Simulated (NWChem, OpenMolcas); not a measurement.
## How basis sets differ on CH3FSn (SMILES [CH3][Sn][F])

The species is CH3FSn (6 atoms), meant as a singlet with charge 0. As SMILES, `[CH3][Sn][F]`. The shape is that of a PBE0-D4/def2-TZVP optimisation.

Each level gives the dipole moment (D). The values are calculated.

```csv
level,kind,program,value (D),CPU time
HF/LANL2DZ (core potential),Hartree–Fock,NWChem,3.60,1.6 s
HF/ANO-RCC-MB (DKH2),Hartree–Fock,OpenMolcas,2.52,4.3 s
HF/STO-3G,Hartree–Fock,OpenMolcas,0.99,2.5 s
HF/3-21G,Hartree–Fock,OpenMolcas,2.48,3.4 s
HF/def2-SVP (core potential),Hartree–Fock,OpenMolcas,2.99,4.6 s
"HF/ANO-R1 (sfX2C, RICD fitting)",Hartree–Fock,OpenMolcas,2.89,9.8 s
```

All-electron rows without a relativistic Hamiltonian named are non-relativistic, while core potentials hold scalar relativity, so basis and relativity change together. The values span 0.99 to 3.60 D. Magnitudes only. Sets without polarisation functions give poor dipoles. Times are those of the runs behind each value, whatever else they computed, on shared processors of several kinds: orders of magnitude only.
